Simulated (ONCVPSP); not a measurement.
**Ni: ONCV pseudisation with PBEsol, fully relativistic reference atom.**

Input for ONCVPSP 4.0.1:

```
# ATOM AND REFERENCE CONFIGURATION
# atsym  z   nc   nv     iexc    psfile
  Ni 28.00    3    4  -116133      upf
#
#   n    l    f
    1    0    2.00
    2    0    2.00
    2    1    6.00
    3    0    2.00
    3    1    6.00
    3    2    8.00
    4    0    1.50
#
# PSEUDOPOTENTIAL AND OPTIMIZATION
# lmax
    2
#
#   l,   rc,      ep,       ncon, nbas, qcut
    0    1.30    0.00    4    7    7.20
    1    0.95    0.00    4    9   17.40
    2    1.30    0.00    3    7   11.70
#
# LOCAL POTENTIAL
# lloc, lpopt,  rc(5),   dvloc0
    4    3    0.70    0.00
#
# VANDERBILT-KLEINMAN-BYLANDER PROJECTORs
# l, nproj, debl
    0    2    1.10
    1    2    1.70
    2    1    2.40
#
# MODEL CORE CHARGE
# icmod, fcfact, rcfact
    2    0.40    1.20
#
# LOG DERIVATIVE ANALYSIS
# epsh1, epsh2, depsh
   -6.00    5.00    0.04
#
# OUTPUT GRID
# rlmax, drl
    6.00    0.01
#
# TEST CONFIGURATIONS
# ncnf
    4
# nvcnf
#   n    l    f
    4
    3    0    2.00
    3    1    6.00
    3    2    8.00
    4    0    2.00
#
    4
    3    0    2.00
    3    1    6.00
    3    2    8.00
    4    0    1.00
#
    4
    3    0    2.00
    3    1    6.00
    3    2    8.00
    4    0    0.00
#
    4
    3    0    2.00
    3    1    6.00
    3    2    9.00
    4    0    0.00
#
```

Command:

```bash
oncvpspr.x < Ni.dat > Ni.out
```

Resulting log (shortened: citation, most of the input echo, consistency checks and plot data are left out):

```
ONCVPSP  (Optimized Norm-Conservinng Vanderbilt PSeudopotential)
relativistic version 4.0.1

#   n    l    f        energy (Ha)
    1    0    2.00    -3.0159168D+02
    2    0    2.00    -3.6191733D+01
    2    1    6.00    -3.0957970D+01    -3.1599542D+01
    3    0    2.00    -4.2299896D+00
    3    1    6.00    -2.7515454D+00    -2.8327212D+00
    3    2    8.00    -4.8282024D-01    -4.9166208D-01
    4    0    1.50    -3.4164493D-01

Reference configufation results
  iterations    30
  all-electron total energy (Ha)   -1.51914057D+03

Begin loop to  construct optimized pseudo wave functions
and semi-local pseudopoentials for all angular momenta

Calculating optimized projector #   1

 for l=   0

    Fraction of norm inside rc  0.960140
    Optimizing pswf for qcut=   7.20 a_B^-1,  ecut=  25.89 Ha
    Residual kinetic energy error=  1.31D-04 Ha

    Energy error per electron        Cutoff
         Ha          eV             Ha
         0.01000     0.27211       11.19
         0.00100     0.02721       14.33
         0.00010     0.00272       30.35
         0.00001     0.00027       73.70

Calculating optimized projector #   2

 for l=   0

    Fraction of norm inside rc  0.051638
    Optimizing pswf for qcut=   7.20 a_B^-1,  ecut=  25.89 Ha
    Residual kinetic energy error=  1.82D-04 Ha

    Energy error per electron        Cutoff
         Ha          eV             Ha
         0.01000     0.27211        8.46
         0.00100     0.02721       12.44
         0.00010     0.00272       30.29
         0.00001     0.00027       88.76

WARNING wellstate: negative energy specified for n= 4 l=  1
WARNING scattering state with energy  0.25000000
WARNING will be used for the first projector

   Wellstate for l =  1  n =  4 kap= -2
     eigenvalue =   0.2500
     asymptotic potential =   0.7500
     half-point radius =  2.4811

Calculating optimized projector #   1

 for l=   1

    Fraction of norm inside rc  0.745030
    Optimizing pswf for qcut=  17.41 a_B^-1,  ecut= 151.51 Ha
    Residual kinetic energy error=  5.64D-09 Ha

    Energy error per electron        Cutoff
         Ha          eV             Ha
         0.01000     0.27211       31.06
         0.00100     0.02721       72.85
         0.00010     0.00272       94.52
         0.00001     0.00027      111.17

Calculating optimized projector #   2

 for l=   1

    Fraction of norm inside rc  0.050433
    Optimizing pswf for qcut=  17.41 a_B^-1,  ecut= 151.51 Ha
    Residual kinetic energy error=  5.99D-10 Ha

    Energy error per electron        Cutoff
         Ha          eV             Ha
         0.01000     0.27211       24.32
         0.00100     0.02721       35.39
         0.00010     0.00272       80.36
         0.00001     0.00027      101.50

   Wellstate for l =  1  n =  4 kap=  1
     eigenvalue =  -1.1327

Calculating optimized projector #   1

 for l=   1

    Fraction of norm inside rc  0.755753
    Optimizing pswf for qcut=  17.41 a_B^-1,  ecut= 151.51 Ha
    Residual kinetic energy error=  5.72D-09 Ha

    Energy error per electron        Cutoff
         Ha          eV             Ha
         0.01000     0.27211       31.62
         0.00100     0.02721       71.96
         0.00010     0.00272       94.02
         0.00001     0.00027      110.87

Calculating optimized projector #   2

 for l=   1

    Fraction of norm inside rc  0.049780
    Optimizing pswf for qcut=  17.41 a_B^-1,  ecut= 151.51 Ha
    Residual kinetic energy error=  6.58D-10 Ha

    Energy error per electron        Cutoff
         Ha          eV             Ha
         0.01000     0.27211       24.86
         0.00100     0.02721       35.40
         0.00010     0.00272       79.73
         0.00001     0.00027      101.41

Calculating optimized projector #   1

 for l=   2

    Fraction of norm inside rc  0.767637
    Optimizing pswf for qcut=  11.69 a_B^-1,  ecut=  68.37 Ha
    Residual kinetic energy error=  5.03D-06 Ha

    Energy error per electron        Cutoff
         Ha          eV             Ha
         0.01000     0.27211       46.16
         0.00100     0.02721       54.49
         0.00010     0.00272       60.92
         0.00001     0.00027       66.02

Calculating optimized projector #   1

 for l=   2

    Fraction of norm inside rc  0.771633
    Optimizing pswf for qcut=  11.69 a_B^-1,  ecut=  68.37 Ha
    Residual kinetic energy error=  5.10D-06 Ha

    Energy error per electron        Cutoff
         Ha          eV             Ha
         0.01000     0.27211       46.24
         0.00100     0.02721       54.56
         0.00010     0.00272       60.97
         0.00001     0.00027       66.07

Construct Vanderbilt / Kleinmman-Bylander projectors

B matrix Hermiticity error, ll=  0  kap= -1
   1   2    4.4238D-04

  Orthonormal projector coefficients  1.4424E+01  2.6797E+00

B matrix Hermiticity error, ll=  1  kap= -2
   1   2    4.1661D-04

  Orthonormal projector coefficients  9.4768E+00  1.6410E+00

B matrix Hermiticity error, ll=  1  kap=  1
   1   2    4.3122D-04

  Orthonormal projector coefficients  9.1862E+00  1.6491E+00

 Orthonormal scalar projector coefficients, l =  1
  9.3789E+00  1.6444E+00  2.5710E-04  2.5901E-06

 Orthonormal spin-orbit projector coefficients, l =  1
  2.5302E-01 -7.9779E-02  1.5199E-02 -1.3390E-04

 Orthonormal scalar projector coefficients, l =  2
 -3.6594E+00 -1.5377E-05

 Orthonormal spin-orbit projector coefficients, l =  2
  1.2758E-02 -2.9404E-03

Model core correction analysis
  based on d2Exc/dn_idn_j

d2excae - all-electron derivatives

   -3.210235D-02   -2.988787D-02   -2.216238D-02   -1.671380D-03
   -2.988793D-02   -2.888656D-02   -2.188121D-02   -2.034267D-03
   -2.216250D-02   -2.188128D-02   -2.053861D-02   -6.230207D-03
   -1.671326D-03   -2.034122D-03   -6.228549D-03   -3.398037D-02

d2excps - pseudofunction derivatives with no core correction

   -5.492485D-02   -4.188628D-02   -3.008693D-02   -3.236158D-03
   -4.188751D-02   -4.021444D-02   -3.161547D-02   -2.762829D-03
   -3.008707D-02   -3.161565D-02   -2.849021D-02   -7.578543D-03
   -3.237064D-03   -2.762515D-03   -7.575679D-03   -3.927331D-02

rms 2nd derivative error    9.196086E-03

amplitude prefactor, scale prefactor
   10.4306    1.1917

d2excps - pseudofunction derivatives with core correction

   -3.963465D-02   -3.756979D-02   -2.883636D-02   -2.131576D-03
   -3.756976D-02   -3.821257D-02   -3.095689D-02   -2.461786D-03
   -2.883646D-02   -3.095704D-02   -2.831035D-02   -7.489931D-03
   -2.131425D-03   -2.461460D-03   -7.487066D-03   -3.919342D-02

rms 2nd derivative error    6.159795E-03

Pseudoatom total energy -167.361104

Diagnostic tests using Vanderbilt-Kleinman-Bylander pseudopotentials
  relativistic with J = L +/- 1/2 projectors

   l  kap   rcore       rmatch      e in        delta e    norm test   slope test

   0  -1   1.3038628   1.3434509  -4.2299896   0.0000061   1.0002198   1.0001999
   0  -1   1.3038628   1.3434509  -0.3416449   0.0000057   1.0000406   1.0000324

   1  -2   0.9552936   0.9842984  -2.7515454  -0.0000415   1.0001898   1.0002522
   1   1   0.9552936   0.9842984  -2.8327212   0.0000057   1.0002025   1.0002168
   1  -2   0.9552936   0.9842984   0.2500000   0.0000454   1.0004477   1.0004477
   1   1   0.9552936   0.9842984   0.2409355   0.0000501   1.0004544   1.0004544

   2  -3   1.3038628   1.3434509  -0.4828202  -0.0000439   0.9999855   0.9999759
   2   2   1.3038628   1.3434509  -0.4916621  -0.0000298   0.9999969   0.9999333

Diagnostic tests using Vanderbilt-Kleinman-Bylander pseudopotentials
  relativistic with scalar and spin-orbit non-local projectors

   l  kap   rcore       rmatch      e in        delta e    norm test   slope test

   0  -1   1.3038628   1.3434509  -4.2299896   0.0000061   1.0002198   1.0001999
   0  -1   1.3038628   1.3434509  -0.3416449   0.0000057   1.0000406   1.0000324

   1  -2   0.9552936   0.9842984  -2.7515454  -0.0000952   1.0001909   1.0002325
   1   1   0.9552936   0.9842984  -2.8327212  -0.0000568   1.0002031   1.0001943
   1  -2   0.9552936   0.9842984   0.2500000  -0.0000040   1.0004424   1.0004424
   1   1   0.9552936   0.9842984   0.2409355  -0.0000001   1.0004477   1.0004477

   2  -3   1.3038628   1.3434509  -0.4828202  -0.0000437   0.9999855   0.9999760
   2   2   1.3038628   1.3434509  -0.4916621  -0.0000297   0.9999968   0.9999334

Ghost test for J = L + 1/2

 Testing for bound ghosts
   n   l    E NL Schr. Eq   E Basis Diag.   E Cutoff

   1   0       -4.229984       -4.229972    111.96
   2   0       -0.341639       -0.226455    111.96

   2   1       -2.751587       -2.750729    433.12

   3   2       -0.482864       -0.479218    108.39

 Testing for highly-localized positive-energy ghosts
       l    <radius>/rc     E Basis Diag.   E Cutoff

Ghost test for J = L - 1/2

 Testing for bound ghosts
   n   l    E NL Schr. Eq   E Basis Diag.   E Cutoff

   1   0       -4.229984       -4.229972    111.96
   2   0       -0.341639       -0.226455    111.96

   2   1       -2.832715       -2.831976    433.12

   3   2       -0.491692       -0.488208    108.39

 Testing for highly-localized positive-energy ghosts
       l    <radius>/rc     E Basis Diag.   E Cutoff

Test configuration 0

   n   l kap    f        eae           eps        diff
   1   0  -1  2.0000 -301.59168063
   2   0  -1  2.0000  -36.19173311
   2   1  -2  4.0000  -30.95796972
   2   1   1  2.0000  -31.59954198
   3   0  -1  2.0000   -4.22998964   -4.22998353    6.11E-06
   3   1  -2  4.0000   -2.75154537   -2.75158690   -4.15E-05
   3   1   1  2.0000   -2.83272117   -2.83271548    5.69E-06
   3   2  -3  4.8000   -0.48282024   -0.48286410   -4.39E-05
   3   2   2  3.2000   -0.49166208   -0.49169190   -2.98E-05
   4   0  -1  1.5000   -0.34164493   -0.34163926    5.66E-06

    Total energies and differences
      AE_ref= -1.51914057E+03  AE_tst= -1.51914057E+03  dif=  0.00E+00
      PS_ref= -1.67361104E+02  PS_tst= -1.67361104E+02  dif= -5.68E-14
      PSP excitation error=  5.68E-14

Test configuration 1

   n   l kap    f        eae           eps        diff
   1   0  -1  2.0000 -301.43099557
   2   0  -1  2.0000  -36.03425070
   2   1  -2  4.0000  -30.80022870
   2   1   1  2.0000  -31.44177136
   3   0  -1  2.0000   -4.06994455   -4.06980562    1.39E-04
   3   1  -2  4.0000   -2.59121583   -2.59129512   -7.93E-05
   3   1   1  2.0000   -2.67246310   -2.67247264   -9.54E-06
   3   2  -3  4.8000   -0.32358092   -0.32351299    6.79E-05
   3   2   2  3.2000   -0.33238318   -0.33229491    8.83E-05
   4   0  -1  2.0000   -0.20807977   -0.20810095   -2.12E-05

    Total energies and differences
      AE_ref= -1.51914057E+03  AE_tst= -1.51927757E+03  dif= -1.37E-01
      PS_ref= -1.67361104E+02  PS_tst= -1.67498103E+02  dif= -1.37E-01
      PSP excitation error=  3.57E-06

Test configuration 2

   n   l kap    f        eae           eps        diff
   1   0  -1  2.0000 -301.76776678
   2   0  -1  2.0000  -36.36358762
   2   1  -2  4.0000  -31.13016528
   2   1   1  2.0000  -31.77177689
   3   0  -1  2.0000   -4.40484036   -4.40509406   -2.54E-04
   3   1  -2  4.0000   -2.92668260   -2.92672193   -3.93E-05
   3   1   1  2.0000   -3.00778106   -3.00780381   -2.27E-05
   3   2  -3  4.8000   -0.65624637   -0.65644765   -2.01E-04
   3   2   2  3.2000   -0.66513968   -0.66533493   -1.95E-04
   4   0  -1  1.0000   -0.48421308   -0.48416407    4.90E-05

    Total energies and differences
      AE_ref= -1.51914057E+03  AE_tst= -1.51893443E+03  dif=  2.06E-01
      PS_ref= -1.67361104E+02  PS_tst= -1.67154970E+02  dif=  2.06E-01
      PSP excitation error=  1.29E-05

Test configuration 3

   n   l kap    f        eae           eps        diff
   1   0  -1  2.0000 -302.15902947
   2   0  -1  2.0000  -36.74328092
   2   1  -2  4.0000  -31.51078312
   2   1   1  2.0000  -32.15250253
   3   0  -1  2.0000   -4.79164110   -4.79292515   -1.28E-03
   3   1  -2  4.0000   -3.31390969   -3.31415399   -2.44E-04
   3   1   1  2.0000   -3.39486007   -3.39517505   -3.15E-04
   3   2  -3  4.8000   -1.03780797   -1.03855149   -7.44E-04
   3   2   2  3.2000   -1.04684034   -1.04759919   -7.59E-04
   4   0  -1  0.0000   -0.78813431   -0.78813431    0.00E+00

    Total energies and differences
      AE_ref= -1.51914057E+03  AE_tst= -1.51830008E+03  dif=  8.40E-01
      PS_ref= -1.67361104E+02  PS_tst= -1.66520730E+02  dif=  8.40E-01
      PSP excitation error=  1.22E-04

Test configuration 4

   n   l kap    f        eae           eps        diff
   1   0  -1  2.0000 -301.55328239
   2   0  -1  2.0000  -36.12477229
   2   1  -2  4.0000  -30.89365553
   2   1   1  2.0000  -31.53552059
   3   0  -1  2.0000   -4.18851386   -4.18695504    1.56E-03
   3   1  -2  4.0000   -2.71635769   -2.71406391    2.29E-03
   3   1   1  2.0000   -2.79628488   -2.79408141    2.20E-03
   3   2  -3  5.4000   -0.47248883   -0.47216758    3.21E-04
   3   2   2  3.6000   -0.48062894   -0.48033585    2.93E-04
   4   0  -1  0.0000   -0.41951590   -0.41951590    0.00E+00

    Total energies and differences
      AE_ref= -1.51914057E+03  AE_tst= -1.51904734E+03  dif=  9.32E-02
      PS_ref= -1.67361104E+02  PS_tst= -1.67268238E+02  dif=  9.29E-02
      PSP excitation error=  3.65E-04
```

The run took about 5.7 s on one core of a shared server CPU.
